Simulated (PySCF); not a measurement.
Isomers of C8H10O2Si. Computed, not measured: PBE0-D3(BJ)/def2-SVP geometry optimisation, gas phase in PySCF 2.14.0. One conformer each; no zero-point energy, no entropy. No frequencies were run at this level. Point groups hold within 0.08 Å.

Question: Rank from lowest to highest electronic energy at this level (kcal/mol).
A. `[O:1]=[C:2]([OH:3])[c:4]1[cH:5][cH:6][c:7]([CH2:8][SiH3:9])[cH:10][cH:11]1` with O1–C2–O3–H 0°, O1–C2–C4–C5 -1°, C6–C7–C8–Si9 89°
B. `[CH3:1][C:2](=[O:3])[c:4]1[cH:5][cH:6][c:7]([O:8][SiH3:9])[cH:10][cH:11]1` with C1–C2–C4–C5 180°, C6–C7–O8–Si9 0°

Answer: A (0.0), B (1.4).

As drawn, the lower has an O–H bond, a C(=O)–O unit and an Si–C bond, which the higher lacks; the higher has an Si–O bond, which the lower lacks. Neighbours under 2.5 kcal/mol apart (O=C(O)c1ccc(C[SiH3])cc1 and CC(=O)c1ccc(O[SiH3])cc1) can change places with a better method, another conformer or zero-point energy.

| SMILES | E (Eh) | E rel (kcal/mol) | dipole (D) | point group | A, B, C (MHz) |
| --- | --- | --- | --- | --- | --- |
| O=C(O)c1ccc(C[SiH3])cc1 | -749.78637 | 0.0 | 2.18 | – | 2713, 423.3, 396.3 |
| CC(=O)c1ccc(O[SiH3])cc1 | -749.78409 | 1.4 | 2.82 | – | 3167, 423.4, 376.0 |
